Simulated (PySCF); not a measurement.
**Radial density of W⁺ (tungsten, charge +1)**

r2SCAN0, [Xe] 4f14 5d4 6s1, high-spin 6D determinant. Calculation: PySCF 2.14, in x2c-QZVPPall; the spin-free X2C one-electron Hamiltonian (Gaussian nucleus).

```csv
r (bohr),4πr²ρ (e/bohr),4πr²(ρα − ρβ)
0.0164,97.23,-0.0016
0.0275,91.37,-0.0035
0.0463,129.3,0.0280
0.0779,118.0,0.1316
0.131,116.1,0.1773
0.220,90.24,-0.0459
0.370,72.75,0.3387
0.623,44.41,-0.0481
1.05,16.12,1.4934
1.76,5.147,2.4968
2.97,1.101,1.0517
4.99,0.08023,0.0802
8.39,0.0003573,0.0004
```

Densities and radii are taken from the X2C orbitals without a picture-change correction, which distorts them close to the nucleus.

Spin-orbit coupling, absent here, splits the open shell strongly.

Q: Where is the radial spin density 4πr²(ρα − ρβ) most negative, and why is it negative at all?

A: Around r = 0.623 bohr, down to -0.0481 e/bohr: exchange with the open shell polarises the paired shells in an unrestricted calculation.
